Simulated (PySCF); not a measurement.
A calculated (PBE, PySCF 2.14, x2c-TZVPPall, scalar relativity by spin-free X2C-1e) atom or ion has these occupied shells.

```
shell  electrons  orbital energy (eV)  rms radius, mean of both spins (bohr)
 1s α          1             -53510.2                                 0.0240
 1s β          1             -53510.2                                 0.0240
 2s α          1              -8909.4                                 0.0971
 2s β          1              -8909.4                                 0.0971
 2p α          3              -7922.0                                 0.0874
 2p β          3              -7922.0                                 0.0874
 3s α          1              -1981.6                                  0.251
 3s β          1              -1980.5                                  0.251
 3p α          3              -1677.1                                  0.251
 3p β          3              -1676.0                                  0.251
 3d α          5              -1277.4                                  0.230
 3d β          5              -1276.5                                  0.230
 4s α          1              -390.49                                  0.564
 4s β          1              -387.96                                  0.564
 4p α          3              -289.97                                  0.599
 4p β          3              -287.45                                  0.599
 4d α          5              -151.12                                  0.660
 4d β          5              -148.62                                  0.660
 5s α          1              -49.358                                   1.41
 5s β          1              -48.007                                   1.41
 5p α          3              -26.660                                   1.71
 5p β          3              -25.686                                   1.71
 4f α          7               -2.359                                   1.09
 4f β          4               -0.714                                   1.09
```

Problem. Name the element and its charge.

Solution. Dy⁺ (dysprosium, charge +1), in [Xe] 4f11, one real determinant (an excited configuration).
